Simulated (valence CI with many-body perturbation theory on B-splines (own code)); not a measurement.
## Bi62+: magnetic and hyperfine properties of the levels

Level of theory: relativistic CI+MBPT: three valence electrons over a frozen Dirac-Fock core [Ar], radial functions for each j: 7 s, 7 p, 8 d, 6 f, 4 g, 1 h, with the one-electron correlation potential Σ1 (screened to all orders), the two-electron term Σ2, the three-electron term Σ3, Breit, model QED; selected single and double excitations, second order for the rest, scaled by the run's own slope (own B-spline code, finite nucleus).

No measured spectrum was set against this ion. As an estimate, large intervals hold to a few tenths of a per cent, small ones and those within an open d or f shell to about a per cent. Excitations out of the core, of the other parity, are not computed and may begin above about 271 eV (a cautious bound); beyond it only levels of the ground parity were kept, without lifetimes. Only levels of the ground parity were solved; by the run's estimate the other parity begins above the list, which can be wrong where configurations are misplaced.

A/g_I is the dipole constant over the nuclear g factor μ/I (μ in nuclear magnetons, uniformly magnetised nucleus), B/Q the quadrupole constant per barn. Both hold the static response of the core; the bare values leave it out. Large factors of s and p1/2 electrons are usually good to 5 to 10 %; those of open d and f shells near neutrality can be off by tens of per cent, and small factors of p3/2, d and f electrons come from cancelling terms and can be off by a factor of two or in sign, in half-filled shells by more. B is blank for J = 1/2, where it vanishes, and for nearly pure S terms. Energies count from the lowest level.

Levels are named by their leading jj configuration (3d3/2^4 stands for four electrons in 3d with j = 3/2), which in mixed levels can hold well under half, so a name can repeat and another be missing. Letters in brackets count levels of one name in rising energy.

| Level | E (eV) | g | A/g_I (MHz) | A/g_I bare | B/Q (MHz/b) | B/Q bare |
| --- | --- | --- | --- | --- | --- | --- |
| (3d3/2^3) J=3/2 | 0.00 | 0.739 | 163000 | 163000 | -106000 | -107000 |
| (3d3/2^2 3d5/2) J=5/2 [a] | 117.46 | 1.052 | 92300 | 92800 | -56500 | -57100 |
| (3d3/2^2 3d5/2) J=3/2 | 124.49 | 1.150 | 74100 | 75000 | -16000 | -16100 |
| (3d3/2^2 3d5/2) J=9/2 | 128.27 | 1.020 | 105000 | 105000 | 121000 | 122000 |
| (3d3/2^2 3d5/2) J=7/2 | 129.15 | 1.025 | 102000 | 102000 | 48900 | 49100 |
| (3d3/2^2 3d5/2) J=1/2 | 130.78 | 1.774 | -74800 | -71300 |  |  |
| (3d3/2^2 3d5/2) J=5/2 [b] | 159.15 | 1.204 | 62900 | 64000 | 186000 | 188000 |
| (3d3/2 3d5/2^2) J=7/2 [a] | 244.58 | 1.125 | 73000 | 73800 | -18400 | -18600 |
| (3d3/2 3d5/2^2) J=9/2 | 250.02 | 1.123 | 78300 | 79100 | 31000 | 31000 |
| (3d3/2 3d5/2^2) J=3/2 [a] | 256.46 | 1.090 | 90000 | 90600 | -102000 | -103000 |
| (3d3/2 3d5/2^2) J=1/2 | 259.89 | 1.534 | -36000 | -33600 |  |  |
| (3d3/2 3d5/2^2) J=11/2 | 260.55 | 1.075 | 88700 | 89300 | 216000 | 217000 |
| (3d3/2 3d5/2^2) J=5/2 [a] | 260.92 | 1.312 | 23600 | 25100 | 110000 | 111000 |
| (3d3/2 3d5/2^2) J=7/2 [b] | 271.73 | 1.074 | 91800 | 92300 | 41500 | 41900 |
| (3d3/2 3d5/2^2) J=5/2 [b] | 272.34 | 1.077 | 94200 | 94700 | -35500 | -35800 |
| (3d3/2 3d5/2^2) J=3/2 [b] | 296.64 | 0.854 | 149000 | 149000 | 143000 | 144000 |
| (3d5/2^3) J=9/2 | 377.53 | 1.165 | 62600 | 63500 | 10200 | 10300 |
| (3d5/2^3) J=3/2 | 393.82 | 1.154 | 63800 | 64700 | 4410 | 4420 |
| (3d5/2^3) J=5/2 | 405.44 | 1.166 | 62700 | 63700 | 9740 | 9820 |

(1) Take the isotope of mass number 209, with I = 9/2, μ = 4.092 μN, leaving out the quadrupole term. What is the hyperfine structure of (3d3/2^2 3d5/2) J=7/2?

Answers

(1) From the table A = 92800 MHz. Shifts from the centre of gravity in MHz: F = 1: -1790000, F = 2: -1600000, F = 3: -1320000, F = 4: -951000, F = 5: -487000, F = 6: 69600, F = 7: 719000, F = 8: 1460000.
